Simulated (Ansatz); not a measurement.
`BN[SiH2]F` + NH₃ → `BN` + `N[SiH2]F` at 500 K and 1 bar (ligand exchange at a B–N bond).

Computed with Ansatz on PBE0-D4/def2-TZVP structures; ΔE is electronic, products minus reactants. CCSD(T)/CBS adds triple-zeta CCSD(T) − MP2 to the extrapolated MP2 energy (def2 sets, frozen cores). This one scheme is used for every species. Each species was taken in one conformer, which may not be the lowest.

```tsv
species	CCSD(T)/CBS energy (Eh)	H − E (kJ/mol)	S (J/(mol·K))
`BN[SiH2]F`	-471.49877	193.4	364.6
NH₃	-56.50880	108.2	211.8
`BN`	-81.93499	148.8	257.4
`N[SiH2]F`	-446.07709	152.9	325.1
```

H − E and S are ideal-gas, rigid-rotor, harmonic terms from PBE0-D4/def2-TZVP, for one conformer and one mirror image of each species. 1 Eh = 2625.50 kJ/mol, R = 8.31446 J/(mol·K).

By hand: ΔE, ΔH, ΔS and ΔG.

ΔE = (-81.93499) + (-446.07709) − (-471.49877) − (-56.50880) = -0.00451 Eh = -11.8 kJ/mol. Δ(H − E) = 148.8 + 152.9 − 193.4 − 108.2 = 0.1, so ΔH = -11.7 kJ/mol. ΔS = 257.4 + 325.1 − 364.6 − 211.8 = 6.1 J/(mol·K). ΔG = -11.7 − 500 × (6.1)/1000 = -14.8 kJ/mol.

By hand: the equilibrium constant, and the temperature at which ΔG would vanish if ΔH and ΔS stayed fixed.

log₁₀ K = −ΔG/(RT ln 10) = 1.5. ΔH and −TΔS have one sign here, so there is no such temperature.

The number of gas molecules stays the same, so ΔS is small and ΔH decides. A doubt of 5 kJ/mol in ΔE shifts log₁₀ K by 0.5 here. Other conformers and mirror images would add mixing entropy, several J/(mol·K) or more a flexible species. These are equilibria of isolated gas molecules and say nothing of rates. Largest T1 diagnostic: 0.012 (customary marks: 0.02 for closed shells, 0.045 for open ones).

ΔS is within the doubt of such terms, so its sign, and with it that verdict, could turn.
